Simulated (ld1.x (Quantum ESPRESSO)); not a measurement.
# Configuration tests for S (Z = 16) (TM semilocal)

- Element: sulfur
- Generator: ld1.x (Quantum ESPRESSO) 7.5
- Type: norm-conserving Troullier–Martins (semilocal form)
- Functional: PBEsol
- Relativity: scalar-relativistic
- Frozen core: [Ne]
- Valence charge: 6
- Reference configuration: 3s2 3p4
- Partial waves: 3p (bound): rc 1.80 bohr; 3s (bound): rc 1.30 bohr
- Local potential: the s channel
- Core correction: none

Energies are relative to the spin-unpolarised reference configuration 3s2 3p4; without spin polarisation the order of configurations can differ from experiment.

Give the all-electron excitation energy and the error of the potential for: 3s2 3p3; 3s2 3p2; 3s2 3p1; 3s1 3p5; 3s2 3p3.5; 3s2 3p4.3; 3s2 3p0.

```json
{"valence configuration": "3s2 3p3", "charge": "+1", "ΔE all-electron (eV)": "11.733", "error AE − PS (meV)": "+2.4"}
{"valence configuration": "3s2 3p2", "charge": "+2", "ΔE all-electron (eV)": "33.974", "error AE − PS (meV)": "+21"}
{"valence configuration": "3s2 3p1", "charge": "+3", "ΔE all-electron (eV)": "67.974", "error AE − PS (meV)": "+81"}
{"valence configuration": "3s1 3p5", "charge": "0", "ΔE all-electron (eV)": "10.280", "error AE − PS (meV)": "+1.4"}
{"valence configuration": "3s2 3p3.5", "charge": "+0.5", "ΔE all-electron (eV)": "4.643", "error AE − PS (meV)": "+0.2"}
{"valence configuration": "3s2 3p4.3", "charge": "-0.3", "ΔE all-electron (eV)": "-1.700", "error AE − PS (meV)": "+0.3"}
{"valence configuration": "3s2 3p0", "charge": "+4", "ΔE all-electron (eV)": "114.733", "error AE − PS (meV)": "+223"}
```

Levels in the configuration 3s2 3p0:

```
level  all-electron (eV)  pseudo (eV)
   3s            -65.852      -65.650
```

ld1.x printed “convergence not achieved” for 5 of the counted tests; their residual had stalled under 1e-8, short of the target of 1e-14.
